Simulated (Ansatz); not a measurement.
## A relaxation, step by step

Si2H8SO, closed shell, PBE0-D4/def2-TZVP (Ansatz 0.2.0). Settings:

```yaml
hamiltonian: {xc: pbe0, dispersion: d4}
relax: {f_tol: 0.005, max_steps: 200}
```

Start, a step off a saddle point along its unstable mode:

Si1  (0.879, 0.640, 0.112)
H2  (0.971, -0.889, -1.055)
O3  (-0.710, 0.509, -0.493)
Si4  (-2.246, -0.025, -0.271)
H5  (0.499, 0.271, 1.546)
H6  (1.318, 1.877, -0.463)
H7  (1.506, -0.779, -0.621)
S8  (3.081, 0.046, 0.525)
H9  (-2.534, -0.163, 1.172)
H10  (-2.407, -1.369, -0.945)
H11  (-3.219, 0.927, -0.862)
H12  (2.861, -1.045, 1.354)
(Å)

```tsv
step	energy less the last (meV)	largest force component (eV/Å)
1	2314.2	2.915
8	104.0	0.187
15	34.3	0.064
22	30.5	0.074
29	25.8	0.094
36	21.8	0.077
43	19.6	0.011
50	14.8	0.117
57	6.8	0.031
64	4.6	0.059
71	3.8	0.017
78	3.3	0.055
85	2.4	0.043
92	0.2	0.011
99	0.0	0.005
101	0.0	0.004
```

Step 92, positions (Å) and forces (eV/Å):

| atom | x | y | z | Fx | Fy | Fz |
| --- | --- | --- | --- | --- | --- | --- |
| Si1 | 0.932 | 1.164 | 0.544 | 0.007 | -0.004 | -0.003 |
| H2 | 0.875 | -1.544 | -2.244 | -0.001 | 0.002 | -0.001 |
| O3 | -0.656 | 0.898 | 0.298 | 0.002 | -0.009 | -0.007 |
| Si4 | -1.795 | -0.137 | -0.269 | 0.001 | 0.001 | 0.002 |
| H5 | 1.036 | 2.269 | 1.521 | -0.003 | 0.001 | -0.003 |
| H6 | 1.613 | 1.488 | -0.731 | -0.005 | 0.006 | -0.002 |
| H7 | 1.077 | -1.741 | -1.552 | 0.001 | -0.001 | 0.001 |
| S8 | 1.969 | -0.554 | 1.263 | -0.009 | 0.002 | 0.006 |
| H9 | -1.542 | -1.510 | 0.237 | -0.002 | 0.009 | -0.004 |
| H10 | -1.780 | -0.145 | -1.754 | 0.000 | 0.001 | 0.011 |
| H11 | -3.114 | 0.340 | 0.213 | 0.005 | -0.002 | -0.003 |
| H12 | 1.387 | -0.528 | 2.474 | 0.004 | -0.004 | 0.002 |

Last step (101):

Si1  (0.941, 1.143, 0.534)
H2  (0.861, -1.464, -2.224)
O3  (-0.643, 0.875, 0.277)
Si4  (-1.798, -0.149, -0.276)
H5  (1.037, 2.266, 1.493)
H6  (1.633, 1.447, -0.741)
H7  (1.072, -1.714, -1.553)
S8  (1.969, -0.561, 1.297)
H9  (-1.547, -1.526, 0.219)
H10  (-1.806, -0.150, -1.761)
H11  (-3.107, 0.334, 0.227)
H12  (1.389, -0.502, 2.508)
(Å)

The run took about 4.2 min on 4 CPU threads of an Arm Neoverse V2 (shared host).
